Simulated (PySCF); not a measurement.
The multiplicity is imposed and other spin states were not computed.

B3LYP has the VWN-RPA correlation part, as in Gaussian. 

Cartesian coordinates (Å):
```xyz
4

Pd     0.0998    -0.3816     0.0670
Cl    -0.5511     1.7179     0.4968
Cl    -1.8938    -1.2615    -0.4604
Cl     2.3131    -0.0388    -0.0371
```
Charge 0, spin multiplicity 2.

**Question.** What total energy, dipole moment, charge on the central atom (Mulliken), highest occupied spin orbital and spin population on the central atom (Mulliken) does B3LYP-D3(BJ)/def2-TZVP // BP86-D3(BJ)/def2-SVP (PySCF) give?

**Answer.** 
| Quantity | Result |
|---|---|
| total energy | -41053.17 eV |
| dipole moment | 1.34 D |
| charge on the central atom (Mulliken) | 0.63 e |
| highest occupied spin orbital | -8.47 eV |
| spin population on the central atom (Mulliken) | 0.47 |
